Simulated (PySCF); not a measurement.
A structure optimised at B3LYP-D3(BJ)/def2-SVP, used in a PySCF frequency run:

```xyz
13

C     -1.5032     1.0631    -0.1214
Si     0.0153    -0.0367    -0.0030
C      1.6001     0.9297     0.1063
O     -0.1199    -0.9991     1.3628
O      0.1619    -0.9879    -1.3706
H     -1.5923     1.7204     0.7595
H     -2.4339     0.4749    -0.1974
H     -1.4484     1.7046    -1.0160
H      1.7844     1.4877    -0.8254
H      2.4515     0.2503     0.2697
H      1.5695     1.6478     0.9410
H     -1.0042    -1.1125     1.7272
H     -0.4582    -1.7197    -1.4629
```
Charge 0, spin multiplicity 1.

Q: Write its SMILES and formula.

A: C[Si](C)(O)O, C2H8O2Si

Q: What are its rotational constants (standard atomic weights)?

A: 3.6326, 3.3528, 3.3008 GHz
